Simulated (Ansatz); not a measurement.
Calculated with Ansatz (gas phase, PBE0-D4/def2-TZVP geometries, no zero-point term in ΔE). CCSD(T)/CBS adds triple-zeta CCSD(T) − MP2 to the extrapolated MP2 energy (def2 sets, frozen cores). This one scheme is used for every species. Functionals use def2-TZVPP. HSE06 is defined as in plane-wave codes. Each species was taken in one conformer, which may not be the lowest.

`CSB(O)F` + `C=N` → `C=NB(O)F` + CH₃SH  (ligand exchange at a B–S bond)

```
             level  ΔE (kJ/mol)  difference from CCSD(T)/CBS
           BLYP-D4          1.1                         -5.5
         r2SCAN-D4          5.1                         -1.5
           PBE0-D4          5.3                         -1.3
        r2SCANh-D4          4.6                         -2.0
          HSE06-D4          5.1                         -1.5
      CAM-B3LYP-D4         -1.8                         -8.4
           ωB97X-V          5.4                         -1.2
       HF/def2-SVP        -10.5                        -17.1
      MP2/def2-SVP          4.4                         -2.2
SCS-MP2/def2-TZVPP          5.0                         -1.6
       CCSD(T)/CBS          6.6                            0
```

Largest T1 diagnostic among the species: 0.013.

The D4 term adds +3.2 kJ/mol with B3LYP and +1.6 kJ/mol with PBE0; it sums over pairs of atoms, weighted by their polarisabilities, and B3LYP, whose exchange is more repulsive, gets the larger term. Leaving LDA and LC-ωPBE aside and taking each functional with its dispersion term where it has one, the values, not all of them listed here, spread over 9.9 kJ/mol, from CAM-B3LYP-D4 to revPBE-D4. LDA lies −3.4 kJ/mol from PBE without D4. In def2-TZVPP, CCSD(T) changes the Hartree–Fock value by +14.2 kJ/mol (the triples alone add +2.9 kJ/mol) and MP2 by +15.8 kJ/mol.

B3LYP here is the variant with VWN-RPA as its local correlation; programs differ in this.
